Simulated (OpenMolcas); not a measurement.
Mo5+ among 6 point charges of -1.5 e arranged as an octahedron (Oh), 2.1 Å from the ion.
```
   2.1000    0.0000    0.0000  -1.50
   0.0000    2.1000    0.0000  -1.50
  -2.1000    0.0000    0.0000  -1.50
   0.0000   -2.1000    0.0000  -1.50
   0.0000    0.0000    2.1000  -1.50
   0.0000    0.0000   -2.1000  -1.50
```

```json
{
 "Program": "OpenMolcas",
 "Method": "SS-CASPT2, IPEA 0.25 Eh, imaginary shift 0.1 Eh (closed shells correlated: 4s 4p)",
 "Basis": "ANO-RCC-VDZP [6s5p3d1f]",
 "Scalar Hamiltonian": "DKH2, point nucleus",
 "Active space": "1 electron in 5 orbitals (4d)",
 "State averaging": "2S+1 = 2 even, 5 roots",
 "Spin-orbit coupling": "state interaction with AMFI integrals over the reference wave functions"
}
```

(1) What is the spin-free ground state (labels of O, the rotations of Oh)?

(2) Where is the first state of the same spin?

(3) What are the lowest two levels with spin-orbit coupling?

(4) What is χT at 300 K, and how does it compare with the textbook value?

(5) Which ligand-field parameters describe the states?

Results:

(1) 2T2, 3-fold in its orbital part, 100 % from free-ion D terms; it has the highest spin that d1 allows.

(2) 2E at 5610 cm-1 above the ground state.

(3) A 4-fold level Γ8, then a 2-fold level Γ7 1750 cm-1 above it. Their leading multiplicities are 2 (100 %) and 2 (100 %).

(4) The lowest level has 2S+1 = 2, for which the spin-only value is χT = S(S+1) / 2 = 0.375 cm3 K/mol (g = 2). The computed 0.145 at 300 K differs by -0.230, through orbital momentum, spin-orbit coupling and any other state in reach. With a threefold ground state the orbital momentum is unquenched, so the spin-only value is not expected to hold.

(5) The gap between the two states is 10Dq = 5613 cm-1. 

Roots that are degenerate in the reference are averaged as groups; the widest CASPT2 spread within a group is 13 cm-1 (the 2-fold group of multiplicity 2 near 5610 cm-1 above the lowest state of its run). Shifts and gaps below about the spread of the groups concerned are not significant. An orbital triplet at a regular site is open to Jahn-Teller coupling, which can distort the site and quench the lowest spin-orbit gaps and is left out. This field is weak: 10Dq is about 5613 cm-1, while octahedral complexes of 4d ions of charge 3 and more, computed by the same method with explicit ligands, had a median near 25000 cm-1. Ground spin and moment need not be those of a real site. Free-ion shares, where given, are those of the reference states; single-state CASPT2 does not remix them. Point charges carry no covalency, so the field is a model and not that of real ligands. No measured value stands beside these numbers.
